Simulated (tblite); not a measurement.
Compound: C₇H₁₄N₂.
SMILES with atom numbers: `[CH3:1][CH2:2]/[CH:3]=[N:4]\[N:5]=[CH:6]/[CH:7]([CH3:8])[CH3:9]` (hydrogens: H10, H11, H12 on C1; H13, H14 on C2; H15 on C3; H16 on C6; H17 on C7; H18, H19, H20 on C8; H21, H22, H23 on C9)

Computed with GFN2-xTB (tblite), gas phase: L-BFGS steps from a force-field or distance-geometry start until the largest atomic force falls under 0.01 eV/Å.

Geometry at step 22:
```
atom  x, y, z in Å
C1      3.3475   -0.5654    0.3536
C2      2.7742    0.8410    0.1323
C3      1.8746    0.7428   -1.0628
N4      0.7945    0.0806   -1.0716
N5      0.3416   -0.7444   -0.1990
C6     -0.7656   -0.8823    0.3906
C7     -1.9083    0.0974    0.4343
C8     -3.1994   -0.5247    0.9564
C9     -2.1013    0.6058   -0.9951
H10     3.5494   -0.7507    1.4047
H11     4.2546   -0.7033   -0.2303
H12     2.6160   -1.3019    0.0284
H13     3.5763    1.5546   -0.0421
H14     2.2154    1.1572    1.0181
H15     2.1869    1.1596   -2.0124
H16    -0.8878   -1.8291    0.9006
H17    -1.6544    0.9449    1.0835
H18    -3.8947    0.2653    1.2225
H19    -3.0325   -1.1301    1.8389
H20    -3.6798   -1.1560    0.2147
H21    -3.0763    1.0647   -1.1328
H22    -1.3278    1.3222   -1.2547
H23    -2.0081   -0.2212   -1.6948
```

**Question.** Give the atomic forces at this geometry.

**Answer.** 
```json
{"atom": "C1", "Fx (eV/Å)": "0.005", "Fy (eV/Å)": "-0.064", "Fz (eV/Å)": "0.090"}
{"atom": "C2", "Fx (eV/Å)": "0.093", "Fy (eV/Å)": "0.016", "Fz (eV/Å)": "0.027"}
{"atom": "C3", "Fx (eV/Å)": "-0.110", "Fy (eV/Å)": "0.025", "Fz (eV/Å)": "0.036"}
{"atom": "N4", "Fx (eV/Å)": "-0.166", "Fy (eV/Å)": "-0.043", "Fz (eV/Å)": "-0.249"}
{"atom": "N5", "Fx (eV/Å)": "0.135", "Fy (eV/Å)": "-0.208", "Fz (eV/Å)": "-0.052"}
{"atom": "C6", "Fx (eV/Å)": "0.024", "Fy (eV/Å)": "0.016", "Fz (eV/Å)": "0.129"}
{"atom": "C7", "Fx (eV/Å)": "-0.017", "Fy (eV/Å)": "0.095", "Fz (eV/Å)": "-0.124"}
{"atom": "C8", "Fx (eV/Å)": "-0.060", "Fy (eV/Å)": "-0.034", "Fz (eV/Å)": "0.065"}
{"atom": "C9", "Fx (eV/Å)": "-0.006", "Fy (eV/Å)": "0.125", "Fz (eV/Å)": "-0.197"}
{"atom": "H10", "Fx (eV/Å)": "0.175", "Fy (eV/Å)": "0.047", "Fz (eV/Å)": "0.000"}
{"atom": "H11", "Fx (eV/Å)": "-0.012", "Fy (eV/Å)": "-0.020", "Fz (eV/Å)": "0.072"}
{"atom": "H12", "Fx (eV/Å)": "0.039", "Fy (eV/Å)": "-0.082", "Fz (eV/Å)": "0.077"}
{"atom": "H13", "Fx (eV/Å)": "0.011", "Fy (eV/Å)": "0.100", "Fz (eV/Å)": "0.021"}
{"atom": "H14", "Fx (eV/Å)": "-0.061", "Fy (eV/Å)": "-0.038", "Fz (eV/Å)": "-0.079"}
{"atom": "H15", "Fx (eV/Å)": "-0.087", "Fy (eV/Å)": "0.017", "Fz (eV/Å)": "0.101"}
{"atom": "H16", "Fx (eV/Å)": "-0.049", "Fy (eV/Å)": "-0.044", "Fz (eV/Å)": "-0.012"}
{"atom": "H17", "Fx (eV/Å)": "0.085", "Fy (eV/Å)": "-0.013", "Fz (eV/Å)": "0.021"}
{"atom": "H18", "Fx (eV/Å)": "-0.106", "Fy (eV/Å)": "0.052", "Fz (eV/Å)": "-0.004"}
{"atom": "H19", "Fx (eV/Å)": "0.133", "Fy (eV/Å)": "-0.045", "Fz (eV/Å)": "0.180"}
{"atom": "H20", "Fx (eV/Å)": "0.105", "Fy (eV/Å)": "-0.031", "Fz (eV/Å)": "-0.143"}
{"atom": "H21", "Fx (eV/Å)": "0.004", "Fy (eV/Å)": "0.080", "Fz (eV/Å)": "0.081"}
{"atom": "H22", "Fx (eV/Å)": "-0.011", "Fy (eV/Å)": "0.118", "Fz (eV/Å)": "-0.012"}
{"atom": "H23", "Fx (eV/Å)": "-0.123", "Fy (eV/Å)": "-0.069", "Fz (eV/Å)": "-0.028"}
```

The largest, 0.30 eV/Å, acts on N4; the rms over all components is 0.089 eV/Å. The forces sum to zero within rounding, as they must for an isolated molecule in no field.

**Question.** Give the force on N4 in Eh/bohr and in nN.

**Answer.** 0.302 eV/Å ÷ 51.422 = 0.00588 Eh/bohr, and 0.302 eV/Å × 1.602 = 0.48 nN.

**Question.** How far is this geometry from the end of the optimisation?

**Answer.** 0.343 eV above it, and 1.247 Å rms away after alignment. The bonds farthest from their final lengths, with half the difference of the two atoms' forces along the bond (positive lengthens):

```json
{"bond": "C1–C2", "now (Å)": "1.535", "final (Å)": "1.526", "force along bond (eV/Å)": "+0.02"}
{"bond": "C2–H13", "now (Å)": "1.088", "final (Å)": "1.096", "force along bond (eV/Å)": "0.00"}
{"bond": "C8–H19", "now (Å)": "1.083", "final (Å)": "1.088", "force along bond (eV/Å)": "+0.06"}
{"bond": "N4–N5", "now (Å)": "1.283", "final (Å)": "1.288", "force along bond (eV/Å)": "+0.07"}
{"bond": "C3=N4", "now (Å)": "1.267", "final (Å)": "1.263", "force along bond (eV/Å)": "+0.04"}
{"bond": "C7–C8", "now (Å)": "1.525", "final (Å)": "1.529", "force along bond (eV/Å)": "+0.08"}
```

The angle farthest from its final value is C1–C2–C3, 106.2° against 111.3°.

The cost below is that of the whole relaxation. On an AMD EPYC 9R45 with one thread, shared host with 96 logical CPUs at a one-minute load of 33, this took 0.95 s wall.
